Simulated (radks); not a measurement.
Values are calculated unless marked as measured or tabulated.
Question: Ho48+, 19 electrons, occupied as [Ar] 3d1 (the NIST ground configuration). Code: a radial shooting solver on a logarithmic mesh with Libxc functionals. Model: scalar-relativistic Kohn-Sham, LB94 model potential, spin-polarised, spherical densities, finite nucleus; open shells are filled with parallel spins first (spin-orbit coupling, left out, can overturn this in heavy ions); Fermi nuclear charge, rms radius 5.2022 fm. Some entries of the table are withheld. Estimate them.

| orbital | occ. | eigenvalue (eV) | <r> (bohr) | <r^2> (bohr^2) |
|---|---|---|---|---|
| 1s down | 1 | -58819.17 | 0.02071 | 0.0005865 |
| 1s up | 1 | -58819.02 | 0.02071 | 0.0005865 |
| 2s down | 1 | -12394.53 | 0.08721 | 0.008967 |
| 2s up | 1 | -12394.42 | 0.08723 | 0.008972 |
| 2p down | 3 | -11353.08 | 0.07715 | 0.007245 |
| 2p up | 3 | -11352.75 | 0.07717 | 0.007250 |
| 3s up | 1 | -4733.038 | 0.2150 | 0.05266 |
| 3s down | 1 | -4726.384 | 0.2152 | 0.05272 |
| 3p up | 3 | (1) | 0.2107 | (2) |
| 3p down | 3 | (3) | 0.2108 | (4) |
| 3d up | 1 | -4090.285 | (5) | 0.04002 |
| 3d down | 0 | -4084.014 | (6) | 0.04003 |
| 4s up | 0 | -2477.821 | 0.4062 | 0.1856 |
| 4s down | 0 | -2475.516 | 0.4064 | 0.1859 |
| 4p up | 0 | -2351.006 | 0.4082 | 0.1889 |
| 4p down | 0 | -2348.783 | 0.4085 | 0.1892 |

Answer: 
(1) 3p up eigenvalue (eV): -4417.886
(2) 3p up <r^2> (bohr^2): 0.05126
(3) 3p down eigenvalue (eV): -4411.183
(4) 3p down <r^2> (bohr^2): 0.05132
(5) 3d up <r> (bohr): 0.1861
(6) 3d down <r> (bohr): 0.1861
